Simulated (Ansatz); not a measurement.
`C[CH2][Al]([NH2])[F]` + `[OH][GeH2][CH2][SiH3]` → `C[CH2][Al]([NH2])[OH]` + `[F][GeH2][CH2][SiH3]`  (redistribution)

Computed with Ansatz on PBE0-D4/def2-TZVP structures; ΔE is electronic, products minus reactants. CBS: MP2 limit from def2 TZ/QZ plus the TZ coupled-cluster correction, frozen cores. DFT in def2-TZVPP. B3LYP here is the variant with VWN-RPA as its local correlation; programs differ in this. For Ge outer-core shells are correlated without core-valence functions, which leaves a few kJ/mol of doubt a bond. Scalar relativity is left out up to krypton. One conformer a species, not always the lowest.

```tsv
level	ΔE (kJ/mol)	difference from CCSD(T)/CBS
PBE-D4	19.1	-2.4
r2SCAN-D4	17.9	-3.6
PBE0-D4	19.4	-2.1
B3LYP-D4	17.6	-3.9
ωB97X-V	17.1	-4.4
ωB97M-V	17.4	-4.1
B2PLYP	18.5	-3.0
PBE	18.5	-3.0
r2SCAN	17.7	-3.8
PBE0	18.9	-2.6
B3LYP	16.7	-4.8
HF/def2-TZVPP	15.3	-6.2
MP2/def2-TZVPP	22.3	0.8
SCS-MP2/def2-TZVPP	20.6	-0.9
CCSD/def2-TZVPP	20.8	-0.7
CCSD(T)/def2-TZVPP	21.4	-0.1
HF/def2-QZVPP	15.1	-6.4
MP2/def2-QZVPP	22.2	0.7
SCS-MP2/def2-QZVPP	20.5	-1.0
HF/CBS(def2)	15.1	-6.4
MP2/CBS(def2)	22.3	0.8
CCSD/CBS(def2)	20.8	-0.7
CCSD(T)/CBS	21.5	0
```

Largest T1 diagnostic among the species: 0.011.

In def2-TZVPP, CCSD(T) changes the Hartree–Fock value by +6.0 kJ/mol (the triples alone add +0.6 kJ/mol) and MP2 by +6.9 kJ/mol.
